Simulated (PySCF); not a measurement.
# Shapes and spin states of SrO₂

Level of theory: B3LYP in PySCF with Sr def2-TZVP with ECP28, O def2-TZVP; scalar-relativistic core potentials, no spin–orbit coupling; density-fitted integrals.

Relaxations began from a few typed shapes and spin states; open shells are unrestricted. The search is not exhaustive: other isomers or separated fragments can lie lower, and high-lying points may rest on an excited occupation.

| spin | group | bonds | angles | imaginary modes (cm⁻¹) | ΔE (kJ/mol) | ΔE with ZPE (kJ/mol) |
| --- | --- | --- | --- | --- | --- | --- |
| triplet | C2v | Sr–O 2.238 Å (×2) | O–Sr–O 128.9° | none | 0.0 | 0.0 |
| triplet | Cs | Sr–O 2.126 Å, Sr–O 2.276 Å | O–Sr–O 150.5° | none | 2.1 | 2.4 |
| triplet | C∞v | Sr–O 2.116 Å, Sr–O 2.290 Å | O–Sr–O 180.0° | 53i, 51i | 3.7 | – |
| singlet (closed shell, unstable to spin polarisation) | D∞h | Sr–O 1.945 Å (×2) | O–Sr–O 180.0° | none | 88.1 | 91.6 |

The lowest minimum found is the triplet C2v: Sr–O 2.238 Å (×2); O–Sr–O 128.9°.

The electron or spin density has lower symmetry than the nuclear frame for the triplet C∞v at 3.7 kJ/mol.
